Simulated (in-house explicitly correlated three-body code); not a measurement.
Computed with an exponentially correlated three-body code. Model: two electrons around a point charge, non-relativistic, variational in 260 exponentially correlated functions (energies converged to about 1e-7 hartree, or 1e-8 relative for large Z).

Command:
```bash
python run_hyl.py task.json out
```
Settings (lengths in bohr, energies in hartree):
```
Z                      1
screening              0.1
interaction_strength   1
functions              260
states_tried           1
```

Run time, properties included: 5.6 s on 1 thread of Intel(R) Xeon(R) 6975P-C (Granite Rapids) (shared host).

**Ground state only, binding against the one-electron ion.**

Given: nuclear charge 1; Yukawa screening of all interactions 0.1 1/bohr.

Computed: one-electron threshold -0.407058031 hartree.

```tsv
term	energy (hartree)	binding (eV)
1 1S	-0.432952199	0.70462
```

**Converged states only, values per electron or pair (inverse distances are <exp(-kr)/r>).**

```tsv
term	mean r (bohr)	mean r squared (bohr²)	mean inverse r (1/bohr)	mean r12 (bohr)	mean inverse r12 (1/bohr)	mean cosine	mean p1 dot p2 (bohr⁻²)	delta r1 (bohr⁻³)	delta r12 (bohr⁻³)
1 1S	2.7458	12.322	0.5911	4.4691	0.22681	-0.10069	0.030846	0.16311	0.0026762
```
